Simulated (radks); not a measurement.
The numbers below are computed, except where a source is named.
Excited configurations of neutral erbium: one electron is placed in a higher orbital outside [Xe] 4f12 6s1. The ground configuration is [Xe] 4f12 6s2. Code: a radial shooting solver on a logarithmic mesh with Libxc functionals. Model: Dirac Kohn-Sham, LDA (Slater exchange, Perdew-Wang correlation), spin-unpolarised, spherical densities, finite nucleus; open shells fill j = l - 1/2 first; Fermi nuclear charge, rms radius 5.2516 fm. Excitation = E - E(ground); binding = E(ion) - E, where the ion is the core of charge +1; n* = 1/sqrt(2 binding) in atomic units, and the quantum defect is n - n*.

| outer orbital | excitation (eV) | binding (eV) | n* | quantum defect | eigenvalue (eV) | <r> (bohr) |
|---|---|---|---|---|---|---|
| 5d3/2 | 2.851 | 3.749 | 1.905 | 3.095 | -0.941 | 3.819 |
| 5f5/2 | 5.673 | 0.927 | 3.831 | 1.169 | -0.433 | 16.93 |
| 6p1/2 | 2.697 | 3.903 | 1.867 | 4.133 | -1.959 | 5.264 |
| 6d3/2 | 5.108 | 1.492 | 3.020 | 2.980 | -0.723 | 11.47 |
| 6f5/2 | 5.951 | 0.649 | 4.579 | 1.421 | -0.371 | 28.52 |
| 7s1/2 | 4.354 | 2.246 | 2.461 | 4.539 | -1.326 | 9.702 |
| 7p1/2 | 4.940 | 1.660 | 2.863 | 4.137 | -0.960 | 12.34 |
| 7d3/2 | 5.674 | 0.926 | 3.832 | 3.168 | -0.538 | 21.27 |
| 7f5/2 | 6.128 | 0.472 | 5.369 | 1.631 | -0.294 | 42.72 |

The Delta-SCF ionisation energy is 6.600 eV (NIST Atomic Spectra Database: 6.108 eV, measured). Self-interaction in the functional shifts the binding energies and quantum defects, so they are the method's values and not measured ones. Spin polarisation and multiplet splitting are left out, so open shells lie too high by an amount that depends on their filling.

Beside tabulated values, note that spin-unpolarised runs miss the spin-polarisation part of the exchange energy of open shells.
